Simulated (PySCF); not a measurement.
SMILES COc1ccsc1-c1ccccc1, singlet at its GFN2-xTB optimised geometry (Å):

```
23

C      1.1759    -3.0909    -0.0164
O      0.5299    -1.8406    -0.0010
C      1.3151    -0.7269     0.0000
C      2.7333    -0.7269     0.0000
C      3.2578     0.5246     0.0000
S      2.0479     1.7334    -0.0009
C      0.7717     0.5447    -0.0008
C     -0.6112     0.9763    -0.0018
C     -0.9175     2.3399    -0.0374
C     -2.2271     2.7742    -0.0390
C     -3.2660     1.8582    -0.0049
C     -2.9772     0.5044     0.0313
C     -1.6681     0.0628     0.0332
H      1.7962    -3.2346     0.8742
H      1.7907    -3.2152    -0.9137
H      0.3790    -3.8332    -0.0220
H      3.3400    -1.6140     0.0004
H      4.2913     0.8072     0.0003
H     -0.1137     3.0620    -0.0646
H     -2.4394     3.8332    -0.0673
H     -4.2913     2.1975    -0.0064
H     -3.7811    -0.2173     0.0588
H     -1.4573    -0.9923     0.0624
```

Calculation: PBE/def2-SVP in PySCF.

Map of the LUMO amplitude (bohr^(-3/2)) on the plane z = 0.8 Å; orbital energy -1.69 eV, overall sign arbitrary:

```
|4444444444444444444444444444444|
|4444444444444444444444444444444|
|4444444444444444444444444444444|
|4444444444444444444444444444444|
|4444444444444444444444444444444|
|4444444444444444444444444444444|
|4444444444443344444444444444444|
|4444444444333333444444444444444|
|4444455554322223333333444444444|
|4444556665321123332222344444444|
|4444557876432123432001344444444|
|4444557886433445542002455544444|
|4444455665444677653223566554444|
|4444444433335788875446897654444|
|4444444322223677885446998654444|
|4444443322112456654335776554444|
|4444444333223445431122455544444|
|4444444433333444420011234444444|
|4444444444444444432122234444444|
|4444444444444445553333334444444|
|4444444444444445654433344444444|
|4444444444444445554433444444444|
|4444444444444444554434444444444|
|4444444444444444444434444444444|
|4444444444444444444444444444444|
|4444444444444444444444444444444|
|4444444444444444444444444444444|
|4444444444444444444444444444444|
|4444444444444444444444444444444|
|4444444444444444444444444444444|
|4444444444444444444444444444444|
```
Scale: ten equal steps from -0.086 (start of '0') to 0.104 (end of '9'), in the order '0123456789'; x runs from -6.50 to 6.50, y from -6.50 (bottom) to 6.50 (top).
